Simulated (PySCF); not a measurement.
C7H7NSSeSi, SMILES c1c[se]c([SiH2]c2nccs2)c1, GFN2-xTB optimised geometry.

```
18

C      2.54     2.12     0.00
C      2.81     0.79     0.00
Se     1.27    -0.25     0.00
C      0.31     1.36     0.00
Si    -1.56     1.42     0.00
C     -2.06    -0.39     0.00
N     -1.19    -1.35     0.00
C     -1.76    -2.57     0.00
C     -3.11    -2.57     0.00
S     -3.71    -0.96     0.00
C      1.16     2.43     0.00
H      3.30     2.89     0.00
H      3.79     0.35     0.00
H     -2.12     2.05     1.20
H     -2.12     2.05    -1.21
H     -1.12    -3.44     0.00
H     -3.79    -3.41     0.00
H      0.79     3.44     0.00
```

Density from PySCF with B3LYP/def2-SVP at that geometry.

Minimum of the electron density along straight lines between bonded atoms, close to the bond critical point (lines longer than 1.1 times the sum of covalent radii, or with two minima, are not listed):

```tsv
bond	length / Å	ρ at the minimum / e bohr⁻³	∇²ρ there / e bohr⁻⁵	position (fraction from the first atom)
C1–C2	1.358	0.325	-0.83	0.49
C2–Se3	1.854	0.175	-0.18	0.50
Se3–C4	1.876	0.166	-0.18	0.51
C4–Si5	1.867	0.115	0.35	0.62
Si5–C6	1.882	0.110	0.37	0.38
C6–N7	1.290	0.370	-0.79	0.34
N7–C8	1.349	0.332	-0.98	0.65
C8–C9	1.359	0.326	-0.83	0.49
C6–S10	1.744	0.207	-0.40	0.46
C1–C11	1.412	0.298	-0.75	0.50
C4–C11	1.366	0.320	-0.80	0.51
C1–H12	1.078	0.283	-1.07	0.63
C2–H13	1.076	0.283	-1.09	0.64
Si5–H14	1.469	0.117	0.32	0.49
Si5–H15	1.469	0.117	0.32	0.49
C8–H16	1.075	0.289	-1.15	0.64
C9–H17	1.071	0.287	-1.14	0.65
C11–H18	1.078	0.283	-1.07	0.63
```
